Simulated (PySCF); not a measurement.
## Spinor energies of Tl⁺ (thallium, charge +1)

Start: [Xe] 4f14 5d10 6s2. Calculated with PySCF 2.14 in x2c-QZVPPall-2c: generalised Hartree-Fock with the X2C-1e Hamiltonian and a Gaussian nucleus; one run each with spin-orbit coupling (SO) switched off, then screened by Boettger's factors.

```
spinor shell  electrons  ε, spin-free (eV)  ε, screened SO (eV)  weight of nominal j (screened SO)  rms radius, screened SO (bohr)
       1s1/2          2           -86024.2             -85988.4                              1.000                          0.0184
       2s1/2          2           -15479.8             -15468.6                              1.000                          0.0743
       2p1/2          2           -13331.7             -14825.2                              1.000                          0.0628
       2p3/2          4           -13331.7             -12753.7                              1.000                          0.0710
       3s1/2          2            -3772.1              -3768.6                              1.000                           0.189
       3p1/2          2            -3144.1              -3479.3                              1.000                           0.181
       3p3/2          4            -3144.1              -3011.9                              1.000                           0.197
       3d3/2          4            -2481.8              -2540.2                              1.000                           0.173
       3d5/2          6            -2481.8              -2440.6                              1.000                           0.178
       4s1/2          2            -886.14              -885.12                              1.000                           0.416
       4p1/2          2            -676.74              -759.31                              1.000                           0.420
       4p3/2          4            -676.74              -644.07                              1.000                           0.454
       4d3/2          4            -425.68              -438.61                              1.000                           0.465
       4d5/2          6            -425.68              -416.48                              1.000                           0.476
       5s1/2          2            -160.17              -160.02                              1.000                           0.942
       4f5/2          6            -146.26              -148.64                              1.000                           0.506
       4f7/2          8            -146.26              -143.80                              1.000                           0.512
       5p1/2          2            -100.58              -115.70                              1.000                            1.02
       5p3/2          4            -100.58              -94.714                              1.000                            1.11
       5d3/2          4            -30.184              -31.669                              1.000                            1.44
       5d5/2          6            -30.184              -29.190                              1.000                            1.50
       6s1/2          2            -18.723              -18.748                              1.000                            2.63
```

| quantity | spin-free | screened SO |
| --- | --- | --- |
| E (hartree) | -20230.32694 | -20265.35973 |
| M_J | 0 | 0 |
| ⟨J²⟩ | 0.000 | 0.000 |
| ⟨L²⟩ | 0.000 | 0.197 |
| ⟨S²⟩ | 0.000 | 0.197 |

Breit and QED terms are absent; they matter most for the inner s and p1/2 levels.

Densities and radii are taken from the X2C orbitals without a picture-change correction, which distorts them close to the nucleus.

Without spin-orbit coupling the j labels of p, d and f shells carry no meaning; the spin-free column gives the mean over the occupied spinors of each nl shell.
